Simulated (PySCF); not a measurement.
## Removing an electron from `[H]/N=[CH]\[GaH2-][n+]1ccccc1`

Compound: C6H9GaN2.
Z-matrix (Å and degrees, PBE0-D3(BJ)/def2-SVP geometry), rows numbered from 1:
```
N 
C   1  1.2768
Ga  2  2.0089  1  125.60
N   3  2.1173  2   98.79  1  -104.14
C   4  1.3372  3  120.18  2   -89.61
C   5  1.3893  4  122.01  3   174.94
C   6  1.3929  5  118.62  4     0.16
C   7  1.3930  6  119.04  5     0.01
C   4  1.3369  3  119.96  2    85.55
H   1  1.0299  2  109.83  3    -1.68
H   2  1.1120  1  114.22  3  -178.84
H   3  1.5880  2  111.61  1    -0.27
H   3  1.5825  2  119.35  1   150.29
H   5  1.0935  4  116.09  3    -5.42
H   6  1.0912  5  119.90  4  -179.97
H   7  1.0925  6  120.48  5   179.94
H   8  1.0912  7  121.47  6   179.91
H   9  1.0934  4  116.07  3     5.03
```

Level: B3LYP/def2-SVPD (PySCF). Frontier orbitals with their largest atomic shares (Löwdin; up to four atoms above 4 %):

```csv
orbital,ε (eV),main atoms
HOMO−3,-8.57,"C9 21 %, C5 20 %, C6 20 %, C8 20 %"
HOMO−2,-8.27,"N1 42 %, C2 29 %, Ga3 7 %, N4 6 %"
HOMO−1,-7.47,"Ga3 37 %, H12 29 %, H13 22 %"
HOMO,-5.70,?
LUMO,-2.37,"C7 24 %, N4 22 %, C5 12 %, C9 12 %"
LUMO+1,-1.80,"C6 19 %, C8 19 %, C9 18 %, C5 18 %"
LUMO+2,-0.47,"N1 24 %, C2 23 %, Ga3 17 %, H11 4 %"
```

Problem. What vertical ionisation energy does ΔSCF give, and how far is −ε(HOMO) from it?

Solution. ΔSCF: 7.94 eV (766 kJ/mol; threshold wavelength 156 nm); ⟨S²⟩ of the doublet left behind is 0.755, against 0.75 for a pure doublet. −ε(HOMO) is 5.70 eV, 2.24 eV below it. In exact Kohn–Sham theory the two would be equal; B3LYP (global hybrid, 20 % exact exchange) falls short of its own ΔSCF value by 28 %.

Problem. On which atoms does the HOMO lie?

Solution. N1 (C=N nitrogen) 42 %, C2 (C=N carbon) 24 %, Ga3 (gallium bonded to C, N and 2 H) 12 %, H11 (hydrogen on a C=N carbon) 7 %. The HOMO−1 lies 1.77 eV lower.

Problem. And the vertical electron affinity, the fundamental gap, Mulliken's electronegativity and the hardness (with the factor ½)?

Solution. EA = 0.46 eV by ΔSCF (−ε(LUMO) = 2.37 eV). IE − EA = 7.48 eV against an orbital gap of 3.33 eV; (IE + EA)/2 = 4.20 eV; (IE − EA)/2 = 3.74 eV.

Problem. Shift the occupied levels rigidly so that −ε(HOMO) equals the ΔSCF value. What binding energies result?

Solution. The shift is +2.24 eV: HOMO 7.94, HOMO−1 9.71, HOMO−2 10.51, HOMO−3 10.81 eV. A rigid shift is only a rough guide to the deeper ionisations.

Problem. With α = 117.7 au, estimate the like-pair dispersion coefficient by London's formula C6 = (3/4)α²I.

Solution. I = 0.2919 Eh, so C6 ≈ 3030 au; the Casimir–Polder integral at the same level gives 4730 au, 1.56 times as much.

Problem. What kinetic energy would electrons from this vertical process carry with Lyman-α light (10.199 eV)?

Solution. 10.20 − 7.94 = 2.26 eV.

The structure is a single PBE0-D3(BJ)/def2-SVP conformer in the gas phase; no vibrational or solvent corrections. The calculation is non-relativistic, for gallium too.

The run behind these numbers computed excited states and ΔSCF ions as well. The run took 7.5 min of wall time on Arm Neoverse N1, one thread (shared host), and the process peaked at 1.1 GiB of memory.
